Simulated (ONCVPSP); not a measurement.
## What one change does to a pseudopotential (fluorine, ONCV)

- Element: fluorine
- Generator: ONCVPSP 4.0.1
- Type: optimised norm-conserving Vanderbilt (ONCV)
- Functional: PBE
- Relativity: scalar-relativistic
- Frozen core: [He]
- Valence charge: 7
- Reference configuration: 2s2 2p2 (charge +3)
- Partial waves: 2s: rc 0.50 bohr, ncon 3, nbas 8, qcut 10.3 1/bohr, 2 projectors, debl 0.8 Ha; 2p: rc 1.45 bohr, ncon 3, nbas 6, qcut 11.1 1/bohr, 1 projector; d scattering state at 0.45 Ha: rc 1.35 bohr, ncon 4, nbas 8, qcut 6.4 1/bohr, 2 projectors, debl 0.6 Ha
- Local potential: polynomial inside 0.45 bohr (lpopt 5, dvloc0 0 Ha)
- Core correction: Teter function, fcfact 5.75, rcfact 1.5

In the s channel the program set the typed energies aside and used -3.352, 0.250 Ha.

All-electron outer shells of the reference configuration (PBE, scalar-relativistic, ld1.x):

```csv
shell,level (eV),outermost node (bohr),outermost maximum (bohr)
1s,-741.36,–,0.11
2s,-91.21,0.24,0.72
2p,-72.76,–,0.62
```

Change: all radii but the core radius scaled by about 0.81 (s 0.40, p 1.18, d 1.10 bohr); local potential polynomial inside 0.36 bohr (lpopt 5, dvloc0 0 Ha).

Cutoffs: the cutoffs (Ha) at which the residual kinetic energy of the hardest occupied pseudo-wave falls to 1 and 0.1 mHa per electron; they do not see the model core or the augmentation charge, which bear on the density cutoff. Errors are all-electron minus pseudo energies relative to the spin-unpolarised reference configuration.

Q: Predict the effect on cutoff, ghosts and configuration errors.

A: The potential gets harder (265 Ha and 812 Ha → 1505 Ha and 2031 Ha); both files keep a bound ghost (s); of the 4 tests that both files solve, the error grows in 0 and shrinks in 4 by more than 15 % and 0.3 meV (median size 500.7 → 271.6 meV). A smaller radius makes the pseudo-wave follow the all-electron one further in, where it bends more sharply, so more plane waves are needed. Less of the atom is replaced, so other configurations are described better.

```tsv
quantity	base	changed
cutoff, loose	265 Ha	1505 Ha
cutoff, tight	812 Ha	2031 Ha
loose cutoff by channel	s 265 Ha, p 38 Ha	s 1505 Ha, p 46 Ha
bound ghosts	s	s
GHOST(+) flags under 300 eV	d at 100.5 eV	d at 69.3 eV
error for 2s2 2p5, meV [ΔE -118.41 eV]	+811	+414
error for 2s2 2p4, meV [ΔE -99.02 eV]	+580	+302
error for 2s2 2p3, meV [ΔE -60.64 eV]	+219	+119
error for 2s2 2p1, meV [ΔE 85.80 eV]	+422	+241
rms error of d²Exc/dni dnj with the model core, mHa	3.97	3.07
```

 A true bound ghost makes a file unfit for plane-wave use even where its test errors are small: the radial tests pick states by their node count and pass the ghost by.
